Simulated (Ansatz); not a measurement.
Computed with Ansatz on PBE0-D4/def2-TZVP structures; ΔE is electronic, products minus reactants. CCSD(T)/CBS is the MP2 limit (def2-TZVPP, def2-QZVPP) plus CCSD(T) − MP2 in def2-TZVPP, frozen cores. This one scheme is used for every species. DFT in def2-TZVPP. Each species was taken in one conformer, which may not be the lowest.

Consider the substitution at a C–C bond: `CCCCC(O)CC` + `OB(O)O` → `CCOB(O)O` + `CCCCCO`.

```tsv
level	ΔE (kcal/mol)
ωB97M-V	13.2
MP2/CBS(def2)	15.8
```

**Question.** What does CCSD(T)/CBS give? (Best estimate.)

**Answer.** Computed: +14.2 kcal/mol. The listed levels differ from it by -1.0, 1.6 kcal/mol.

Largest T1 diagnostic among the species: 0.012.

From PBE to PBE0 (25 % exact exchange), in def2-TZVPP and without D4, ΔE moves by +0.8 kcal/mol. The D4 term adds +1.7 kcal/mol with B3LYP and +1.0 kcal/mol with PBE0; it sums over pairs of atoms, weighted by their polarisabilities, and B3LYP, whose exchange is more repulsive, gets the larger term.

B3LYP here is the variant with VWN-RPA as its local correlation; programs differ in this.
